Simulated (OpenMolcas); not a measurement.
## Levels of Cr4+ by method

```
Program             : OpenMolcas 26.06
Basis               : ANO-R2 [6s4p4d2f]
Scalar Hamiltonian  : X2C, finite nucleus
Active space        : 2 electrons in 5 orbitals (3d)
State averaging     : 2S+1 = 3 even, 10 roots; 2S+1 = 1 even, 15 roots
Spin-orbit coupling : state interaction with AMFI integrals over the reference wave functions, term energies averaged over their components
```

Methods on the same reference wave functions:
A. CASSCF
B. SS-CASPT2, IPEA 0.25 Eh, imaginary shift 0.1 Eh (closed shells correlated: 3s 3p)

Energies in cm-1 above 3d2 3F2, the measured ground level; measured values from Sugar and Corliss, J. Phys. Chem. Ref. Data 6, 317 (1977).

```
  Level      A      B  Measured
3d2 3F2    0.0    0.0       0.0
3d2 3F3    511    515       508
3d2 3F4   1168   1171      1142
3d2 1D2  16468  13500     13188
3d2 3P0  19299  16280     15492
3d2 3P1  19480  16470     15677
3d2 3P2  19878  16860     16041
3d2 1G4  25260  23130     22019
3d2 1S0  61249  52680     51146
```

Deviations, from unrounded energies. A percentage is the sum of absolute deviations over the sum of measured energies, with the sign that they share, or ± where signs differ.

```
                        Against measurement  Levels      A     B
             mean absolute deviation (cm-1)       8   3500   670
      fine structure of the ground term (%)       2   +1.8  +2.2
other terms of the ground configuration (%)       6  +21.0  +4.0
```

B lies closest to measurement on these levels. The largest miss of B in the table is 3d2 1S0, by +1500 cm-1. The ranking rests on the paired levels alone, and a cruder setting can come out closer through cancelling errors.

From A to B the spin-free energies of the other terms of 3d2 shown, above 3F, scale by factors of 0.81 to 0.91, as is usual when dynamic correlation screens the repulsion within a d or f shell.

The lowest spin-free term lies below A's lowest term by 0.250 hartree in B.

CASPT2 does not keep the components of a term degenerate, so their means are used; among the terms shown or strongly mixed into the levels shown the widest spread is 710 cm-1 (3d2 1G, B). Without dynamic correlation excited terms often stand tens of per cent too high (terms of higher spin than the ground term too low), and those without a measured partner can miss by more than the paired ones (holds for A). Computed and measured levels are paired by configuration, term and J; levels that our copy of the source lacks, or whose pairing is in doubt (as where it misses far off the trend of its configuration), stay unpaired and out of the deviations. Only configurations of the active space appear.
